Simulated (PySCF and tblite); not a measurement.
Values are calculated unless marked as measured or tabulated.
System: C6H6O3, numbered as in [CH3:1][O:2][c:3]1[o:4][cH:5][cH:6][c:7]1[CH:8]=[O:9].

For the rotation about the C3–O2 bond (torsion O4–C3–O2–C1 from 0° to 180°, rising): electronic barrier 4.33 kcal/mol, zero-point change -0.31 kcal/mol, thermal and entropy terms at 400 K a further 0.66 kcal/mol (symmetry numbers apart). The minimum is Cs, the saddle C1. The path came from a restrained scan, a climbing-image band and a saddle search at GFN2-xTB; energies are PBE0/pcSseg-1 + D3(BJ)//GFN2-xTB, thermal terms GFN2-xTB. Rates follow Eyring's equation with the number of equivalent paths and no tunnelling. (PySCF 2.14 with density fitting, tblite 0.8.)

(1) How many equivalent paths lead out of the minimum?

(2) Work out the rate at 400 K.

## Answers

(1) 2: the symmetry number of the minimum is 1, that of the saddle displaced along its mode 1, and the displaced saddle is chiral while the minimum is not, which doubles the count.

(2) ΔG‡ = 4.68 kcal/mol; k_B T/h = 8.3×10¹² s⁻¹; exp(−ΔG‡/RT) = 0.0028; times 2 gives k = 4.6×10¹⁰ s⁻¹. Wigner's tunnelling factor for the 107i cm⁻¹ mode would be 1.01.
